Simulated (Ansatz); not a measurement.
`[SiH3][SiH2][GaH2]` + `N#C[CH2][AlH2]` → `[AlH2][CH2][SiH3]` + `N#C[SiH2][GaH2]`  (redistribution)

Gas-phase electronic energies from Ansatz, PBE0-D4/def2-TZVP geometries. CCSD(T)/CBS adds triple-zeta CCSD(T) − MP2 to the extrapolated MP2 energy (def2 sets, frozen cores). DFT in def2-TZVPP. For Ga outer-core shells are correlated without core-valence functions, which leaves a few kJ/mol of doubt a bond. Scalar relativity is left out up to krypton.

`[SiH3][SiH2][GaH2]`:

Cartesian coordinates in Å:
```
Si -0.892 -0.441 -1.455
Si 0.979 -0.180 -0.070
Ga 0.275 0.763 2.028
H -0.522 -1.017 -2.776
H -1.544 0.878 -1.679
H -1.882 -1.342 -0.805
H 1.613 -1.518 0.102
H 1.952 0.703 -0.777
H -0.163 -0.167 3.218
H 0.185 2.321 2.213
```

`N#C[CH2][AlH2]`:

Cartesian coordinates in Å:
```
N -2.061 0.907 -0.835
C -1.022 0.926 -0.331
C 0.277 0.772 0.269
Al 0.472 -1.193 0.018
H 0.254 1.076 1.317
H 1.022 1.356 -0.273
H 1.128 -1.703 -1.325
H -0.070 -2.140 1.160
```

`[AlH2][CH2][SiH3]`:

Cartesian coordinates in Å:
```
Al -1.538 0.543 0.751
C -0.122 -0.719 0.307
Si 1.234 0.010 -0.748
H -1.423 1.430 2.062
H -2.794 0.692 -0.209
H 0.338 -1.095 1.228
H -0.545 -1.571 -0.238
H 1.869 1.164 -0.049
H 0.675 0.519 -2.032
H 2.304 -0.973 -1.072
```

`N#C[SiH2][GaH2]`:

```xyz
8

N    -2.989   -0.046   -0.198
C    -1.916   -0.119    0.217
Si   -0.164   -0.219    0.805
Ga    1.370    0.309   -0.994
H     0.014   -1.600    1.323
H    -0.061    0.731    1.943
H     2.906    0.275   -0.677
H     0.840    0.669   -2.420
```

CCSD(T)/CBS gives -0.44 eV.

**Question.** Another level gave -0.42 eV. Which?
A. BHLYP/def2-TZVPP
B. r2SCAN0/def2-TZVPP
C. HF/def2-TZVPP
D. PBE0/def2-TZVPP

**Answer.** A. BHLYP -0.42, PBE0 -0.23, HF/def2-TZVPP -0.51, r2SCAN0 -0.31 eV.

Largest T1 diagnostic among the species: 0.014.

Leaving LDA and LC-ωPBE aside and taking each functional with its dispersion term where it has one, the values, not all of them listed here, spread over 0.27 eV, from ωB97M-V to PBE-D4. LDA lies +0.06 eV from PBE without D4. At CCSD(T), def2-SVP lies +0.10 eV from the extrapolated value and def2-TZVPP +0.01 eV.
